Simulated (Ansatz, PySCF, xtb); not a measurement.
Complex: H2 (SMILES [H][H]) (first 2 atoms) with C3H6 (SMILES C=CC); geometry from B3LYP-D3(BJ)/def2-TZVP, rigid monomers moved along the line of their centres of mass till H1···C4 is 2.73 Å.
(charge 0, multiplicity 1):
| atom | x (Å) | y (Å) | z (Å) |
|---|---|---|---|
| H | 0.1713 | -0.0407 | 0.5281 |
| H | 0.2018 | -0.4420 | -0.0989 |
| C | -0.4400 | 1.2149 | 2.9653 |
| C | 0.3897 | 0.2149 | 3.2346 |
| C | 0.0305 | -1.2360 | 3.1971 |
| H | -1.4741 | 1.0348 | 2.6927 |
| H | -0.1185 | 2.2475 | 3.0079 |
| H | 1.4178 | 0.4452 | 3.5022 |
| H | 0.2020 | -1.7073 | 4.1690 |
| H | -1.0157 | -1.3812 | 2.9247 |
| H | 0.6502 | -1.7735 | 2.4734 |

Interaction energies are E(AB) − E(A) − E(B) at the monomers' geometry in the complex; basis-set methods are counterpoise corrected. Rows marked so take none.

Rows in 6-31G* carry no dispersion term and start afresh at each structure (6-31G* with six Cartesian d functions).

The values were computed with Ansatz (Gaussian basis) for Hartree–Fock, density functionals and correlated methods; PySCF for 6-31G* rows, the dispersion terms; xtb for the GFN methods. 

Problem. One of these levels gives -2.3 kJ/mol for the interaction energy. Which?
A) GFN1-xTB
B) PBE0-D4/def2-TZVPPD
C) M06-2X/6-31G* (no counterpoise)

Solution. B, PBE0-D4/def2-TZVPPD. The others give 0.9 (GFN1-xTB), -4.1 (M06-2X/6-31G* (no counterpoise))

Ansatz is a program for electronic structure.
